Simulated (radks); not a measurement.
The numbers below are computed, except where a source is named.
Problem. Hf I, configuration [Xe] 4f14 5d2 6s2 (the NIST ground configuration). Code: a radial shooting solver on a logarithmic mesh with Libxc functionals. Model: Dirac Kohn-Sham, exchange-only B88, spin-unpolarised, spherical densities, finite nucleus; open shells are shared between the two j in proportion to 2j + 1; Fermi nuclear charge, rms radius 5.347 fm.

Spin-orbit splittings of the eigenvalues, e(l+1/2) - e(l-1/2), with zeta = 2 splitting/(2l+1) and mean radii in bohr:

shell  occ.  splitting (eV)  zeta (eV)  <r> j=l-1/2  <r> j=l+1/2
2p        6            1192      794.8      0.06612      0.07384
3p        6           255.5      170.3       0.1981       0.2125
3d       10           55.73      22.29       0.1863       0.1908
4p        6               ?          ?       0.4745       0.5075
4d       10           10.71      4.285       0.5285       0.5401
4f       14           1.743     0.4981       0.6714       0.6844
5p        6           7.765      5.177        1.268        1.379
5d        2          0.4334     0.1734        2.495        2.652

Estimate the 4p splitting.

Solution. 58.50 eV (zeta = 39.00 eV).
